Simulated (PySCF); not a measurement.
# How the method changes the constants of TiC⁻

State: ²Σ⁺ (doublet), unpaired electrons σ ↑. Set-up: PySCF, no relativity, basis sets Ti def2-TZVPPD, C def2-TZVPPD. De refers to Ti (3d2 4s2) + C⁻ in their high-spin ground configurations, without counterpoise correction. The functionals are run spin-unrestricted. A positive dipole points towards C; it is taken about the centre of mass and depends on that origin. Levels whose curve was spin-contaminated or gave no clean fit are not listed.

```tsv
Level	Re (Å)	ωe (cm⁻¹)	De (eV)	μ (D)	CPU s a point (SCF and correlation, without the integrals)
ROHF	1.571	1150	n/a	-2.36	1.7
LDA	1.650	898	n/a	-2.74	3.1
PBE	1.684	860	n/a	-2.02	3.2
BP86	1.684	869	n/a	-2.20	3.4
r²SCAN	1.662	858	n/a	-2.28	3.6
```

Problem. What does the step from GGA to meta-GGA do here, going from PBE to r²SCAN?

Solution. r²SCAN less PBE: -2.2 pm in Re, -0.2 % in ωe. 

Problem. What does the gradient correction do here, going from LDA to PBE?

Solution. PBE less LDA: +3.4 pm in Re, -4.2 % in ωe. The gradient correction favours the more uneven density of free atoms, so it tends to lengthen bonds and takes away much of the overbinding of LDA; so it does here.

De is left out where the level can put another filling of the metal’s s and d shells below the measured ground configuration, by anything from nothing to about 1 eV. The highest Kohn–Sham level is positive in this anion. Much of that is self-interaction error, but it also means that the finite basis helps to hold the extra electron. UHF is strongly spin-contaminated for TiC⁻, so the ROHF reference used there is far from stable. The state is the lowest single determinant that the PBE0 search found; with open d or f shells the true ground state can be another one.

The whole job (state search and all levels along the bond) took about 23 min on 2 threads of Arm Neoverse V2 (shared host), peak memory 5.1 GiB.
